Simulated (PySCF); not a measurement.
Al(Cl)(Br)(vinyl) (C2H3AlBrCl), SMILES C=[CH][Al]([Cl])[Br]. Atoms are numbered in the order given.

```xyz
8

Al    -0.1759    -0.6359     0.0000
Cl     1.2280    -2.2113     0.0000
Br     0.5988     1.4932     0.0000
C     -2.0840    -0.9600     0.0000
C     -2.9742     0.0578     0.0000
H     -2.4782    -1.9940     0.0000
H     -4.0666    -0.1124     0.0000
H     -2.6533     1.1152     0.0000
```
Charge 0, spin multiplicity 1.

Geometry optimised at PBE-D3(BJ)/def2-SVP. The structure was generated by enumeration; whether it is a known compound was not checked. Other conformers were not sampled.

These are ωB97X/def2-TZVP (PySCF) values and carry that method's errors.

Computed frontier levels, gap, dipole moment and polarisability:
```
Quantity                                                                                                       Result
---------------------------------------------------------------------------------------------  ----------------------
highest occupied level                                                                                      -10.78 eV
lowest empty level                                                                                            0.25 eV
orbital gap                                                                                                  11.04 eV
dipole moment                                                                                                  2.22 D
quadrupole, principal values (traceless, Buckingham form, about the centre of nuclear charge)   -4.99, 1.10, 3.89 D·Å
mean static polarisability                                                                      77.6 bohr³ (11.50 Å³)
polarisability, principal values                                                               54.2, 83.0, 95.5 bohr³
```
